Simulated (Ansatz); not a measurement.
`FC1=C[C@H](F)[C@H]1F` + H₂ → `FC1=CC(F)C1` + H–F at 700 K and 1 bar (hydrogenolysis of a C–F bond).

Gas-phase electronic energies from Ansatz, PBE0-D4/def2-TZVP geometries. CCSD(T)/CBS adds triple-zeta CCSD(T) − MP2 to the extrapolated MP2 energy (def2 sets, frozen cores). This one scheme is used for every species.

```
               species  CCSD(T)/CBS energy (Eh)  H − E (kJ/mol)  S (J/(mol·K))
`FC1=C[C@H](F)[C@H]1F`               -453.31350           241.2          435.1
                    H₂                 -1.17544            46.8          155.3
         `FC1=CC(F)C1`               -354.13274           255.0          407.2
                   H–F               -100.39570            45.2          198.5
```

H − E and S are ideal-gas, rigid-rotor, harmonic terms from PBE0-D4/def2-TZVP, for one conformer and one mirror image of each species. The MP2-based limit puts H₂ 0.8 mEh under its directly extrapolated value; such offsets cancel only in part. 1 Eh = 2625.50 kJ/mol, R = 8.31446 J/(mol·K).

Question: By hand: ΔE, ΔH, ΔS and ΔG.

Answer: ΔE = (-354.13274) + (-100.39570) − (-453.31350) − (-1.17544) = -0.03950 Eh = -103.7 kJ/mol. Δ(H − E) = 255.0 + 45.2 − 241.2 − 46.8 = 12.2, so ΔH = -91.5 kJ/mol. ΔS = 407.2 + 198.5 − 435.1 − 155.3 = 15.3 J/(mol·K). ΔG = -91.5 − 700 × (15.3)/1000 = -102.2 kJ/mol.

Question: By hand: the equilibrium constant, and the temperature at which ΔG would vanish if ΔH and ΔS stayed fixed.

Answer: log₁₀ K = −ΔG/(RT ln 10) = 7.6. ΔH and −TΔS have one sign here, so there is no such temperature.

ΔH outweighs TΔS. A doubt of 5 kJ/mol in ΔE shifts log₁₀ K by 0.4 here. Other conformers and mirror images would add mixing entropy, several J/(mol·K) or more a flexible species. These are equilibria of isolated gas molecules and say nothing of rates. Largest T1 diagnostic: 0.012 (customary marks: 0.02 for closed shells, 0.045 for open ones).
